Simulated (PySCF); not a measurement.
Exercise with solution: oscillator strength and radiative lifetime

Al(Cl)2(Et) (C₂H₅AlCl₂), SMILES [CH2]([Al]([Cl])[Cl])C.

The structure is a stationary point at ωB97X-D3(BJ)/def2-SVP. The structure was generated by enumeration; whether it is a known compound was not checked. Other conformers were not sampled.

PySCF 2.14.0 with TDDFT-PBE0/def2-SVPD puts the first singlet state with f over 0.02 at 6.55 eV (vertical), with the transition dipole (-0.331, 0.085, -0.882) in atomic units.

**Question.** Find the oscillator strength, the wavelength and the radiative lifetime that this transition would have in vacuum if emission retraced absorption.

**Answer.** 
|μ|² = 0.8947 au, so |μ| = 2.40 D. ΔE = 6.55/27.211 = 0.2407 hartree. f = (2/3) ΔE |μ|² = 0.144 (the program prints 0.144).
λ = 1239.84/6.55 = 189 nm; ν = 52829 cm⁻¹.
Einstein's coefficient A = 0.6670 ν² f s⁻¹ (ν in cm⁻¹) = 2.7e8 s⁻¹, so τ = 1/A = 3.7 ns. This state is S2; the lower singlet has f = 0.005. The figure is the radiative limit of this one transition; relaxation, internal conversion, crossing to triplets and a medium change what is measured.
